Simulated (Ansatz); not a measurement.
**GeH5SbSi2: where a starting geometry ends**

The starting geometry of this gas-phase singlet was optimised with GFN2-xTB.

```xyz
9

Ge    0.2496   -4.0212   -0.6312
Sb   -2.2189   -2.9960   -0.4162
Si    0.7951   -1.7725   -1.3219
Si   -0.4645   -3.3514    1.5188
H     0.1421   -0.6610   -0.6029
H     0.4712   -1.5178   -2.7299
H     2.2324   -1.5245   -1.1687
H    -1.1221   -4.2734    2.4603
H    -0.4267   -2.0704    2.2417
```

**Question.** Predict what it relaxes into with PBE0-D3(BJ)/def2-SVP.

**Answer.** New bonds form, giving a structure with H7 bridging Ge1 and Si3, given below by its coordinates. Distances that change by over a tenth: Ge1–Si3 (2.41 → 2.77 Å), Si3–H7 (1.47 → 1.61 Å). Contacts that close: Ge1–H7 (3.23 → 1.85 Å), Sb2–Si3 (3.38 → 2.52 Å).

The energy falls by 1.04 eV over 18 steps:

| step | E − E(last) (eV) |
| --- | --- |
| 1 | 1.038 |
| 3 | 0.741 |
| 5 | 0.494 |
| 7 | 0.281 |
| 9 | 0.137 |
| 10 | 0.078 |
| 12 | 0.023 |
| 14 | 0.001 |
| 16 | 0.000 |
| 18 | 0.000 |

Final geometry (Å):

```tsv
atom	x (Å)	y (Å)	z (Å)
Ge	0.7753	-4.1606	-0.4457
Sb	-1.8169	-3.1148	-0.7959
Si	0.1382	-1.5994	-1.2817
Si	-0.4799	-3.1619	1.3971
H	0.3687	-0.4227	-0.3923
H	0.4492	-1.2851	-2.7059
H	1.4240	-2.4696	-0.8392
H	-1.0449	-4.1278	2.3855
H	-0.1554	-1.8463	2.0281
```

Frequencies at the end are all real (lowest 131 cm⁻¹). Atoms past krypton carry core potentials, without spin–orbit terms. Run with Ansatz 0.2.0, 2.1 min on 2 threads of AMD EPYC 7R43 64-Core Processor (Zen 3), with other jobs on the host.
